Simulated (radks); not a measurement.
Q: All-electron atom: Ge0.5+ in [Ar] 3d10 4s2 4p(up 1, down 0.5) (fractional occupations, a model configuration). Calculated with a radial shooting solver on a logarithmic mesh with Libxc functionals: scalar-relativistic Kohn-Sham, r2SCAN, spin-polarised, spherical densities, finite nucleus; meta-GGA in the generalised Kohn-Sham scheme; Fermi nuclear charge, rms radius 4.0742 fm. Some entries of the table are withheld. Estimate them.

| orbital | occ. | eigenvalue (hartree) | <r^2> (bohr^2) |
|---|---|---|---|
| 1s up | 1 | -404.1123 | 0.002975 |
| 1s down | 1 | -404.1114 | 0.002975 |
| 2s down | 1 | -51.01726 | 0.05191 |
| 2s up | 1 | -51.01724 | 0.05191 |
| 2p up | 3 | -44.52786 | 0.04135 |
| 2p down | 3 | -44.52731 | 0.04135 |
| 3s up | 1 | -6.53681 | 0.4479 |
| 3s down | 1 | -6.53618 | 0.4479 |
| 3p up | 3 | -4.52820 | 0.4917 |
| 3p down | 3 | -4.52744 | 0.4916 |
| 3d up | 5 | -1.26176 | 0.6932 |
| 3d down | 5 | -1.26015 | 0.6895 |
| 4s up | 1 | -0.59812 | (1) |
| 4s down | 1 | -0.57796 | (2) |
| 4p up | 1 | -0.28275 | 8.266 |
| 4p down | 0.5 | -0.26130 | 8.364 |

A: 
(1) 4s up <r^2> (bohr^2): 5.056
(2) 4s down <r^2> (bohr^2): 5.018
